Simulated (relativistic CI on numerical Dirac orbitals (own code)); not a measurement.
**Calculated levels, Kr XI**

Calculated at this level of theory: Dirac-Coulomb-Breit CI, orbitals from a KLI potential per configuration, QED by a radiative potential, unscaled Slater integrals (own radial code, finite nucleus).

CI space (outside the closed core [Ne]): 3s2 3p6 3d8, 3s2 3p5 3d9, 3s2 3p4 3d10, 3s 3p6 3d9, 3s2 3p6 3d7 4s, 3s2 3p6 3d7 4p, 3p6 3d10, 3s2 3p6 3d7 4d, 3s2 3p6 3d6 4s2, 3s2 3p6 3d6 4s 4p, 3s2 3p6 3d7 4f, 3s2 3p6 3d7 5s, 3s2 3p6 3d6 4p2, 3s2 3p6 3d7 5p, 3s2 3p6 3d6 4s 4d, 3s 3p5 3d10. Levels of other configurations are missing.

```
No.  Configuration  Term  J   E (eV)   %    Next component (%)
 41     3d7(2D) 4s    3D  1  123.572  45                 40 1P
 42     3d7(2D) 4s    1D  2  123.615  54                 22 3D
 43    3s2 3p5 3d9   3F°  2  125.147  43                25 3D°
 44     3d7(2F) 4s    3F  2  125.703  98                  1 1D
 45     3d7(2F) 4s    3F  3  125.828  94                  4 1F
 46     3d7(2F) 4s    3F  4  126.110  99                      
 47    3s2 3p5 3d9   3P°  1  126.657  86                12 3D°
 48    3s2 3p5 3d9   3P°  0  126.736  98  1 3s2 3p6 3d7 4p 3P°
 49     3d7(2F) 4s    1F  3  126.944  95                  4 3F
 50    3s2 3p5 3d9   3D°  3  128.183  85                 7 3F°
 51    3s2 3p5 3d9   3F°  2  129.072  34                24 3P°
 52    3s2 3p5 3d9   3D°  1  130.345  71                18 1P°
 53     3d7(2D) 4s    3D  1  132.351  99                      
 54     3d7(2D) 4s    3D  2  132.491  95                  5 1D
 55     3d7(2D) 4s    3D  3  132.825  98                  1 1F
 56    3s2 3p5 3d9   3D°  2  133.249  46                44 3P°
 57     3d7(2D) 4s    1D  2  133.653  94                  4 3D
 58     3d7(4F) 4p   5D°  4  133.942  51                35 5F°
 59     3d7(4F) 4p   5F°  5  134.181  63                21 5G°
 60     3d7(4F) 4p   5F°  3  134.826  54                34 5D°
 61     3d7(4F) 4p   5G°  4  135.288  40                25 5D°
 62     3d7(4F) 4p   5F°  2  135.448  67                19 5D°
 63     3d7(4F) 4p   5F°  1  135.890  80                10 5D°
 64     3d7(4F) 4p   5G°  6  135.896  97                 2 3H°
 65     3d7(4F) 4p   5G°  3  135.912  54                27 5D°
 66     3d7(4F) 4p   5F°  5  135.941  35                32 5G°
 67     3d7(4F) 4p   5G°  2  136.303  74                14 5D°
 68     3d7(4F) 4p   5F°  4  136.456  30                27 5G°
 69     3d7(4F) 4p   5D°  3  136.765  35                31 5F°
 70     3d7(4F) 4p   5D°  2  136.902  64                20 5F°
 71     3d7(4F) 4p   5D°  1  137.058  87                 8 5F°
 72     3d7(4F) 4p   5D°  0  137.143  96                 4 3P°
 73     3d7(4F) 4p   3F°  4  137.248  68                12 5F°
 74     3d7(4F) 4p   3G°  5  137.261  52                47 5G°
 75     3d7(4F) 4p   3D°  3  137.827  54                37 3F°
 76     3d7(4P) 4p   5S°  2  137.915  89                 5 3P°
 77     3d7(4F) 4p   3G°  4  138.196  76                21 5G°
 78     3d7(4F) 4p   3F°  3  138.330  45                36 3D°
 79     3d7(4F) 4p   3D°  2  138.516  46                44 3F°
 80     3d7(4F) 4p   3F°  2  138.761  41                36 3D°
 81     3d7(4F) 4p   3G°  3  138.835  86                 8 5G°
 82     3d7(4F) 4p   3D°  1  139.066  82                10 5F°
 83     3d7(2G) 4p   3H°  5  139.868  48                21 1H°
 84     3d7(2P) 4p   3P°  1  139.968  29                28 3S°
 85     3d7(2G) 4p   3F°  4  140.066  52                22 3G°
```

Energies count from the lowest computed level; ° marks odd parity. Percentages are summed over parent terms; the parents shown are those of the largest component, closed shells are left out there.

The mean weight of the leading LS term, summed over parents, in these 45 levels is 67 %, and that of the leading jj configuration (from the same eigenvectors) 55 %, so LS coupling describes them better.

At this charge energies of transitions that change n are usually good to better than 1 %, and those within a shell (Δn = 0) to a few per cent. Terms inside the open d or f shell come out 10 to 20 % too wide with unscaled integrals.

LS names give the leading component of a level, which can be under half, so a name can repeat, a term be missing and a line seem to break the LS rules.
